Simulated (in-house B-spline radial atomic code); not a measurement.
# Response and correlation of Zn²⁺

Closed shell [Ar] 3d10. Computed with an all-electron radial atomic-structure program (B-spline basis): Dirac-Hartree-Fock, relativistic RPA (time-dependent Dirac-Hartree-Fock) for the response and second-order many-body perturbation theory for correlation, no-pair Dirac-Coulomb Hamiltonian, finite nucleus, speed of light scaled by 100 (non-relativistic limit).

| multipole (bohr³, bohr⁵, bohr⁷) | uncoupled | coupled RPA |
| --- | --- | --- |
| dipole | 1.9893 | 2.2209 |
| quadrupole | 4.0333 | ? |
| octupole | 15.435 | 21.035 |

(1) What is the coupled quadrupole polarisability?

(2) Which subshells carry the dipole polarisability?

(3) What does the dipole shielding factor come to?

Dipole polarisability at imaginary frequency:

```
u (Eh)  α(iu) (bohr³)
     0          2.221
  0.26          2.105
 0.779          1.599
  1.56          1.065
   2.6         0.6932
   5.2         0.3196
  10.4         0.1201
    26        0.02649
```

(4) What dispersion coefficients follow for two such ions (the dispersion part alone)?

Lowest J = 1 odd-parity excitations:

```json
{"energy (eV)": "18.855", "oscillator strength": "1.55e-10", "leading channel": "3d3/2 → p3/2", "weight": "0.533"}
{"energy (eV)": "20.104", "oscillator strength": "4.36e-09", "leading channel": "3d3/2 → p1/2", "weight": "0.5"}
{"energy (eV)": "20.33", "oscillator strength": "0.481", "leading channel": "3d5/2 → p3/2", "weight": "0.599"}
{"energy (eV)": "30.936", "oscillator strength": "5.09e-11", "leading channel": "3d3/2 → p3/2", "weight": "0.533"}
{"energy (eV)": "31.275", "oscillator strength": "3.9e-07", "leading channel": "3d3/2 → p1/2", "weight": "0.502"}
{"energy (eV)": "31.291", "oscillator strength": "0.0532", "leading channel": "3d5/2 → p3/2", "weight": "0.6"}
{"energy (eV)": "33.972", "oscillator strength": "2.77e-08", "leading channel": "3d5/2 → f5/2", "weight": "0.514"}
{"energy (eV)": "34.036", "oscillator strength": "1.36e-06", "leading channel": "3d5/2 → f5/2", "weight": "0.458"}
```

Second-order correlation energy by the highest angular momentum of the excited pair (hartree): s -0.02174, p -0.199, d -0.6822, f -0.4221, g -0.145, h -0.06216, i -0.02843, k -0.01449.

(5) What is the second-order correlation energy at the partial-wave limit?

Answers

(1) 6.1051 atomic units, +51 % against the uncoupled value.

(2) 3d5/2 58.5 %, 3d3/2 39.0 %, 3p3/2 1.4 %.

(3) The dipole shielding factor is 0.933, against the exact N/Z = 28/30 = 0.933 of the non-relativistic theorem.

(4) C6 = (3/π)∫α(iu)²du = 5.771 hartree·bohr⁶ and C8 = 61.98 hartree·bohr⁸.

(5) The listed waves sum to -1.5751 hartree; extrapolating the increments as (l + 1/2)⁻⁴ gives -1.6047 hartree, -1.56 eV per electron.
